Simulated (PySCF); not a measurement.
**ECD: `F[C@H]1C[Si@@H](F)[Se][C@@H]1F`, C$_{3}$H$_{5}$F$_{3}$SeSi**

Molfile (atoms numbered from 1):
```
C3H5F3SeSi
     RDKit          3D

 13 13  0  0  0  0  0  0  0  0999 V2000
   -0.6578   -0.6761   -1.7760 F   0  0  0  0  0  0  0  0  0  0  0  0
   -0.7560   -0.7268   -0.4044 C   0  0  1  0  0  0  0  0  0  0  0  0
    0.6267   -0.8748    0.2072 C   0  0  0  0  0  0  0  0  0  0  0  0
    1.5014    0.8217    0.1891 Si  0  0  1  0  0  4  0  0  0  0  0  0
    2.5998    0.8626   -0.9831 F   0  0  0  0  0  0  0  0  0  0  0  0
   -0.2837    2.1311   -0.2841 Se  0  0  0  0  0  2  0  0  0  0  0  0
   -1.4474    0.5599    0.0434 C   0  0  2  0  0  0  0  0  0  0  0  0
   -1.7243    0.4724    1.3777 F   0  0  0  0  0  0  0  0  0  0  0  0
   -1.4035   -1.5833   -0.1703 H   0  0  0  0  0  0  0  0  0  0  0  0
    0.5179   -1.2386    1.2268 H   0  0  0  0  0  0  0  0  0  0  0  0
    1.1858   -1.6184   -0.3581 H   0  0  0  0  0  0  0  0  0  0  0  0
    2.2314    1.1554    1.3973 H   0  0  0  0  0  0  0  0  0  0  0  0
   -2.3948    0.7155   -0.4833 H   0  0  0  0  0  0  0  0  0  0  0  0
  1  2  1  0
  2  3  1  0
  3  4  1  0
  4  5  1  0
  4  6  1  0
  6  7  1  0
  7  8  1  0
  7  2  1  0
  2  9  1  6
  3 10  1  0
  3 11  1  0
  4 12  1  1
  7 13  1  6
M  END
```

Level of theory: PySCF 2.14.0, TDDFT PBE0/def2-SVPD circular dichroism and optical rotation, one conformer, gas phase. Geometry: GFN2-xTB.

The calculation is non-relativistic, which matters for the atoms heavier than Zn. States above about 7.4 eV (minus the energy of the highest occupied orbital) lie near or above the ionisation threshold and depend on the basis.

Question: Assign R or S to each stereocentre.

Answer: C2 S, Si4 S, C7 S.

Question: List the lowest 12 singlet excitations with oscillator and rotatory strengths.

Answer: Rotatory strengths R in 10⁻⁴⁰ esu² cm², velocity form and length form (origin at the centre of mass); f in length form.
```csv
state,E (eV),λ (nm),f,R (velocity),R (length),main
1,5.17,240,0.002,+13.1,+13.4,HOMO→LUMO 0.97
2,6.16,201,0.017,-13.8,-13.2,HOMO→LUMO+1 0.93
3,6.56,189,0.028,-24.3,-24.6,"HOMO→LUMO+3 0.53, HOMO→LUMO+2 0.27"
4,6.82,182,0.022,-14.3,-14.4,"HOMO→LUMO+2 0.40, HOMO→LUMO+3 0.37"
5,6.97,178,0.044,+22.2,+23.4,"HOMO−1→LUMO 0.65, HOMO→LUMO+2 0.26"
6,7.10,175,0.010,+3.2,+3.7,HOMO→LUMO+4 0.87
7,7.39,168,0.022,+23.5,+21.8,"HOMO→LUMO+5 0.68, HOMO−2→LUMO 0.24"
8,7.60,163,0.029,+11.3,+12.0,"HOMO−2→LUMO 0.48, HOMO−3→LUMO 0.25"
9,7.64,162,0.017,-9.3,-8.8,HOMO→LUMO+6 0.89
10,7.73,160,0.006,+12.6,+12.8,HOMO→LUMO+7 0.87
11,7.89,157,0.093,+95.4,+96.0,"HOMO−1→LUMO+1 0.27, HOMO−3→LUMO 0.25"
12,7.97,156,0.030,+0.4,-1.9,"HOMO→LUMO+8 0.69, HOMO−3→LUMO 0.09"
```

For state 12 the two forms differ in sign, so the sign of R isn't settled.

Among the states computed, the strongest CD band (largest |R|) is state 11. The largest dissymmetry factor in size, g = 4R/(D+G), with D and G the electric and magnetic dipole strengths, is +0.07 for state 1 (velocity form, f = 0.001), among bands with |R| over 0.5. The mirror image has the same energies and oscillator strengths and all R with the opposite sign.
